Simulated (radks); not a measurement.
The numbers below are computed, except where a source is named.
The cadmium ion Cd41+, [He] 2s2 2p3. Code: a radial shooting solver on a logarithmic mesh with Libxc functionals. Model: non-relativistic Kohn-Sham, exchange-only B88, spin-polarised, spherical densities, point nucleus. Every spin shell is full or empty, so the densities are truly spherical. Functionals are evaluated on that one density, not self-consistently. Rank these orbital-free kinetic functionals by their error against the exact value of the orbitals, and give that value: Thomas-Fermi, von Weizsacker, TF + vW, TF + vW/5, LC94, revAPBEK, Perdew 92, LKT, PG1, DePristo-Kress.

Answer. Exact: 3539.84 hartree. From best to worst, with 100 (|E| - |E exact|)/|E exact| (equal figures are ties): LC94 -0.03, Perdew 92 -0.42, DePristo-Kress -0.46, revAPBEK +0.50, TF + vW/5 +5.57, Thomas-Fermi -7.94, PG1 +30.29, von Weizsacker -32.45, LKT +36.18, TF + vW +59.61.
